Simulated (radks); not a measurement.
These are the eigenvalues of the occupied orbitals of an atom or ion with whole-number occupations (eV). All-electron calculation, scalar-relativistic Kohn-Sham, PBE, spin-polarised, spherical densities, finite nucleus; Fermi nuclear charge, rms radius of each element as measured or else 0.836 A^(1/3) + 0.57 fm. Program: a radial shooting solver on a logarithmic mesh with Libxc functionals.

| orbital | eigenvalue |
|---|---|
| 1s down | -17820.51 |
| 1s up | -17820.49 |
| 2s up | -2465.420 |
| 2s down | -2465.213 |
| 2p up | -2198.080 |
| 2p down | -2197.931 |
| 3s up | -400.3972 |
| 3s down | -400.2907 |
| 3p up | -313.2973 |
| 3p down | -313.1797 |
| 3d up | -170.3570 |
| 3d down | -170.1696 |
| 4s up | -50.9591 |
| 4s down | -49.5391 |
| 4p up | -29.2939 |
| 4p down | -27.5744 |
| 4d up | -1.9242 |

Which element is it, and in what charge state? The configuration may be excited. Open shells, if any, are filled with parallel spins first.

Answer. Z = 40, zirconium, charge 0: Zr in [Kr] 4d4. The list shows which subshells hold electrons but not how many an open one holds; the 1s level, -654.89 hartree, gives Z - s = 36.2 by -(Z - s)^2/2, which with screening and relativity narrows Z to a few neighbours, and the depths of the outer levels then fix element, charge and occupations together.
